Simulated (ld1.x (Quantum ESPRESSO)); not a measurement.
# What the settings do to the TM potential of Zn (Z = 30)

Base potential:

zinc (Zn), norm-conserving Troullier–Martins (Kleinman–Bylander form), made with ld1.x (Quantum ESPRESSO) 7.5 (LDA (PZ), scalar-relativistic). Core [Ne] 3s2, reference 3p6 3d10 4s1.75 4p0 (charge +0.25). Waves: 4s (bound): rc 2.10 bohr; 3p (bound): rc 1.15 bohr; 3d (bound): rc 0.95 bohr. Local part: all-electron potential smoothed inside 0.95 bohr (lloc = -1). Core correction: none.

All-electron outer shells of the reference configuration (LDA (PZ), scalar-relativistic, ld1.x):

```
shell  level (eV)  outermost node (bohr)  outermost maximum (bohr)
   2p    -1005.70                      –                      0.15
   3s     -130.90                   0.28                      0.59
   3p      -85.53                   0.25                      0.59
   3d      -12.68                      –                      0.56
   4s       -8.14                   0.85                      2.06
   4p       -2.77                   0.92                      2.85
```

Cutoffs, loose and tight: the cutoffs (Ry, on a coarse ladder) from which the occupation-weighted sum of valence levels, in a spherical-Bessel basis at the reference potential, stays within 10 and 1 mRy of its value at 400 Ry. They do not see the model core or the augmentation charge, which bear on the density cutoff. Test errors are all-electron minus pseudo excitation energies from the reference, over the configurations 3p6 3d10 4s2 4p0; 3p6 3d10 4s1 4p0; 3p6 3d10 4s0 4p0; 3p6 3d10 4s0 4p2; 3p5 3d10 4s2 4p0; 3p6 3d9 4s2 4p0; 3p6 3d10 4s0 4p1 (two spin-polarised tests are not counted in the largest error). A dash means not determined; rows that change the core or the reference have their own tests. The largest error is taken over the tests solved by every variant that gives reliable tests at all: 3p5 3d10 4s2 4p0; 3p6 3d10 4s0 4p0; 3p6 3d10 4s0 4p1; 3p6 3d10 4s0 4p2; 3p6 3d10 4s2 4p0; 3p6 3d9 4s2 4p0.

A true bound ghost makes a file unfit for plane-wave use even where its test errors are small: the radial tests pick states by their node count and pass the ghost by.

| change | outcome | cutoff, loose | cutoff, tight | bound ghosts | largest test error (meV) |
| --- | --- | --- | --- | --- | --- |
| base | generated | 260 Ry | over 300 Ry | s | -57 |
| wave 4s (bound): rc 2.10 bohr becomes 4s (bound): rc 1.42 bohr | generated | 260 Ry | over 300 Ry | s | -53 |
| wave 4s (bound): rc 2.10 bohr becomes 4s (bound): rc 1.74 bohr | generated | 260 Ry | over 300 Ry | s | -72 |
| wave 4s (bound): rc 2.10 bohr becomes 4s (bound): rc 2.02 bohr | generated | 260 Ry | over 300 Ry | s | -67 |
| wave 4s (bound): rc 2.10 bohr becomes 4s (bound): rc 3.08 bohr | generated | 260 Ry | over 300 Ry | s | +159 |

(1) What comes out with this change to the base: wave 4s (bound): rc 2.10 bohr becomes 4s (bound): rc 2.32 bohr?

(2) What comes out with this change to the base: wave 4s (bound): rc 2.10 bohr becomes 4s (bound): rc 2.48 bohr?

(3) What comes out with this change to the base: wave 4s (bound): rc 2.10 bohr becomes 4s (bound): rc 2.86 bohr?

Answers

(1) outcome: generated; cutoff, loose: 260 Ry; cutoff, tight: over 300 Ry; bound ghosts: s; largest test error (meV): -36.

(2) outcome: generated; cutoff, loose: 260 Ry; cutoff, tight: over 300 Ry; bound ghosts: s; largest test error (meV): -42.

(3) outcome: generated; cutoff, loose: 260 Ry; cutoff, tight: over 300 Ry; bound ghosts: s; largest test error (meV): +98.

Reading the sweep of the s radius (base included, trends over the rows without a ghost): Bound ghosts are found at 1.42, 1.74, 2.02, 2.1, 2.32, 2.48, 2.86, 3.08 bohr. Every judged row has one, so this setting neither creates nor removes them.
